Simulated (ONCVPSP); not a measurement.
## An all-electron radial function and its pseudo partner (strontium)

Columns: radius, all-electron u(r) and pseudo u(r) of the 4p shell (level -32.69 eV) of strontium in the configuration [Ar] 3d10 4s2 4p6 5s0.5; PBEsol, scalar-relativistic, ONCV scheme, ONCVPSP 4.0.1.

| r (bohr) | all-electron | pseudo |
| --- | --- | --- |
| 0.103 | 0.2674 | 0.0125 |
| 0.205 | -0.1018 | 0.0491 |
| 0.308 | -0.4048 | 0.1086 |
| 0.410 | -0.4199 | 0.1870 |
| 0.513 | -0.2439 | 0.2815 |
| 0.615 | 0.0051 | 0.3848 |
| 0.718 | 0.2586 | 0.4925 |
| 0.820 | 0.4755 | 0.5958 |
| 0.923 | 0.6470 | 0.6901 |
| 1.025 | 0.7685 | 0.7679 |
| 1.128 | 0.8468 | 0.8266 |
| 1.230 | 0.8873 | 0.8630 |
| 1.332 | 0.8981 | 0.8776 |
| 1.435 | 0.8859 | 0.8720 |
| 1.538 | 0.8569 | 0.8489 |
| 1.640 | 0.8164 | 0.8127 |
| 1.743 | 0.7680 | 0.7667 |
| 1.845 | 0.7157 | 0.7154 |
| 1.948 | 0.6609 | 0.6609 |
| 2.050 | 0.6066 | 0.6066 |
| 2.153 | 0.5530 | 0.5530 |
| 2.255 | 0.5021 | 0.5021 |
| 2.358 | 0.4535 | 0.4535 |
| 2.460 | 0.4085 | 0.4085 |
| 2.562 | 0.3667 | 0.3667 |
| 2.665 | 0.3280 | 0.3280 |

Task: How many radial nodes do the two functions have?

Result: The all-electron 4p function has n − l − 1 = 2; the pseudo-wave has 0, since the states of the same l below it are removed with the core.

Task: At about which radius was the pseudo-wave matched?

Result: 2.05 bohr. The columns agree to 0.0005 from 1.84 bohr on; several derivatives are matched, so the curves merge somewhat inside the radius.

Task: Is the pseudo-wave norm-conserving?

Result: Yes: the ONCV scheme keeps the norm inside the radius equal to the all-electron one, which fixes the energy derivative of the logarithmic derivative at the level.
